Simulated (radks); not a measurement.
Fe2+, 24 electrons, occupied as [Ar] 3d6. Method: Dirac Kohn-Sham, BP86, spin-unpolarised, spherical densities, point nucleus; open shells are shared between the two j in proportion to 2j + 1; computed with a radial shooting solver on a logarithmic mesh with Libxc functionals.

Unscreened Slater integrals over Kohn-Sham orbitals (cm^-1). Large and small components are both included.

integral,value
"F0(3d5/2,3d5/2)",189020
"F2(3d5/2,3d5/2)",86230
"F4(3d5/2,3d5/2)",53406
"F0(3d5/2,3d3/2)",189450
"F2(3d5/2,3d3/2)",86423
"G2(3d5/2,3d3/2)",86360
"G4(3d5/2,3d3/2)",53489
"F0(3d5/2,3p3/2)",207110
"F2(3d5/2,3p3/2)",96831
"G1(3d5/2,3p3/2)",120170
"G3(3d5/2,3p3/2)",72435
"F0(3d5/2,3p1/2)",208120
"G3(3d5/2,3p1/2)",72697
"F0(3d3/2,3d3/2)",189870
"F2(3d3/2,3d3/2)",86619
"F0(3d3/2,3p3/2)",207630
"F2(3d3/2,3p3/2)",97095
"G1(3d3/2,3p3/2)",120460
"G3(3d3/2,3p3/2)",72615
"F0(3d3/2,3p1/2)",208640
"G1(3d3/2,3p1/2)",121080
"F0(3p3/2,3p3/2)",230480
"F2(3p3/2,3p3/2)",115100
"F0(3p3/2,3p1/2)",231730
"G2(3p3/2,3p1/2)",115630
"F0(3p1/2,3p1/2)",233010
